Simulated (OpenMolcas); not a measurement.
## Ce3+ in cubic eightfold coordination: ligands and hosts compared

| Property | Result |
| --- | --- |
| Program | OpenMolcas |
| Method | SS-CASPT2, IPEA 0.25 Eh, imaginary shift 0.1 Eh |
| Active space | 1 electron in 7 orbitals (4f) |
| Spin-orbit coupling | RASSI with atomic mean-field integrals over the reference wave functions |

Distances were set from a Shannon-type radius of the metal (high-spin where two are listed) plus a fixed donor radius (F 1.31, O 1.38 Å), in hosts weighted 0.65 to 0.35 with the host's distance in the model lattice. Anionic complexes are neutralised by point charges, and hosts are embedded clusters. Ligand basis ANO-RCC-VDZP. States (labels of O, the rotations of Oh). Energies in cm-1 above the lowest state or level, χT in cm3 K/mol; under a threefold ground state the first gap can be a small split of the lowest multiplet, not the spin-orbit step.

```tsv
Ligand or host	R (Å)	Metal basis	Outer charge (e at Å behind ligand)	Ground state	First state of that spin	First gap with spin-orbit (degeneracies)	Width of lowest J	χT at 300 K
BaF2	2.534	ANO-RCC-VDZP		2T2	2T1 55	440 (4, 2)	441	0.692
F	2.45	ANO-RCC-VDZP	0.62 at 2.6	2T2	2T1 42	470 (4, 2)	474	0.682
SrF2	2.473	ANO-RCC-VDZP		2T2	2T1 63	490 (4, 2)	492	0.673
CaF2	2.422	ANO-RCC-VDZP		2T2	2T1 110	510 (4, 2)	510	0.660
O	2.52	ANO-RCC-VDZP	1.6 at 2.6	2T1	2T2 280	630 (4, 2)	625	0.658
```

The rows also differ in their outer charges, so part of each step comes from that.

The width of the lowest J multiplet rises in the order BaF2 < F < SrF2 < CaF2 < O, by a factor of 1.42 from first to last.

Roots that are degenerate in the reference are averaged as groups; the widest CASPT2 spread within a group is 56 cm-1 (the 3-fold group of multiplicity 2 near 111 cm-1 above the lowest state of its run, CaF2). Shifts and gaps below about the spread of the groups concerned are not significant. Over all roots computed the reference weight is 0.68 in BaF2, 0.66 in F, 0.69 in SrF2, 0.70 in CaF2, 0.58 in O; a low but even weight reflects the number of correlated electrons. Splittings of an f shell from a small cluster at a set distance can be off by tens of per cent, mostly too small. The oxide ions are held by bare point charges, a crude embedding (holds for O). No measured value stands beside these numbers; the geometry was imposed, not optimised, and the real ion may take another.
